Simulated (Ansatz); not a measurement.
CoCl2(H2O)2 (CoCl2O2H4). Charge 0, multiplicity 4. Geometry B3LYP-D4/def2-SVP; atoms count from 1.

```xyz
9

Co    0.566   -0.231   -0.358
Cl    0.344    0.121   -2.551
Cl    2.092   -1.114    1.010
O     0.625    1.443    0.911
H     1.303    1.041    1.496
H    -0.088    1.763    1.481
O    -1.314   -1.162   -0.475
H    -1.390   -1.005   -1.442
H    -2.139   -0.857   -0.072
```

(1) Estimate the Mulliken populations from the PBE0/def2-TZVP orbitals of Ansatz.

(2) Where does the spin sit?

(3) And the Mayer bond orders between heavy atoms (over 0.3)?

Results:

(1) 
```json
{"atom": "Co1", "charge (e)": "0.70", "spin (α − β)": "2.78", "d electrons": "7.42"}
{"atom": "Cl2", "charge (e)": "-0.48", "spin (α − β)": "0.09", "d electrons": "–"}
{"atom": "Cl3", "charge (e)": "-0.48", "spin (α − β)": "0.09", "d electrons": "–"}
{"atom": "O4", "charge (e)": "-0.58", "spin (α − β)": "0.02", "d electrons": "–"}
{"atom": "H5", "charge (e)": "0.36", "spin (α − β)": "0.00", "d electrons": "–"}
{"atom": "H6", "charge (e)": "0.35", "spin (α − β)": "0.00", "d electrons": "–"}
{"atom": "O7", "charge (e)": "-0.58", "spin (α − β)": "0.02", "d electrons": "–"}
{"atom": "H8", "charge (e)": "0.36", "spin (α − β)": "0.00", "d electrons": "–"}
{"atom": "H9", "charge (e)": "0.35", "spin (α − β)": "0.00", "d electrons": "–"}
```
Mulliken values depend strongly on the basis.

(2) Summed by element: Co 2.78, Cl 0.17, O 0.04, H 0.01, of 3 unpaired in all. Largest on single atoms: Co1 2.78, Cl3 0.09, Cl2 0.09.

(3) Co1–Cl2 0.84 (2.23 Å); Co1–Cl3 0.84 (2.23 Å).
